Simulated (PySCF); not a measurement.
## How methods differ on the ionisation energy of Co⁺

Co⁺ [Ar] 3d8 (3F) → Co²⁺ [Ar] 3d7 (4F), as a difference of total energies. All numbers are calculated (PySCF 2.14, the non-relativistic Hamiltonian (point nucleus), in aug-cc-pVTZ). Correlated levels: valence: [Ar] frozen. The calculations carry no spin-orbit coupling.

```json
{"method": "UHF", "ionisation energy (eV)": "14.338"}
{"method": "MP2 (valence)", "ionisation energy (eV)": "17.100"}
{"method": "SCS-MP2 (valence)", "ionisation energy (eV)": "16.997"}
{"method": "CCSD (valence)", "ionisation energy (eV)": "16.589"}
{"method": "CCSD(T) (valence)", "ionisation energy (eV)": "16.763"}
```

How much does correlation contribute at CCSD(T) (valence)?

16.763 − (14.338) = 2.425 eV, measured against UHF.

These non-relativistic numbers lack the scalar-relativistic shift.

The reference lies between the lowest fine-structure levels, while these numbers refer to the centres of the terms.

Errors of the correlated levels include the incompleteness of this basis and the frozen core.

For comparison: 17.084 eV (measured; NIST Atomic Spectra Database, ionization energies).
